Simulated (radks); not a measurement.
These are the eigenvalues of the occupied orbitals of an atom or ion with whole-number occupations (eV). All-electron calculation, scalar-relativistic Kohn-Sham, BLYP, spin-polarised, spherical densities, finite nucleus; Fermi nuclear charge, rms radius of each element as measured or else 0.836 A^(1/3) + 0.57 fm. Program: a radial shooting solver on a logarithmic mesh with Libxc functionals.

1s up: -3163.170
1s down: -3162.361
2s up: -336.5300
2s down: -335.8203
2p up: -269.9645
2p down: -268.9516
3s up: -59.0603
3s down: -54.8501
3p up: -43.4332
4p up: -12.9658

Which element is it, and in what charge state? The configuration may be excited. Open shells, if any, are filled with parallel spins first.

Answer. Z = 18, argon, charge +2: Ar2+ in [Ne] 3s2 3p3 4p1. The list shows which subshells hold electrons but not how many an open one holds; the 1s level, -116.24 hartree, gives Z - s = 15.2 by -(Z - s)^2/2, which with screening and relativity narrows Z to a few neighbours, and the depths of the outer levels then fix element, charge and occupations together.
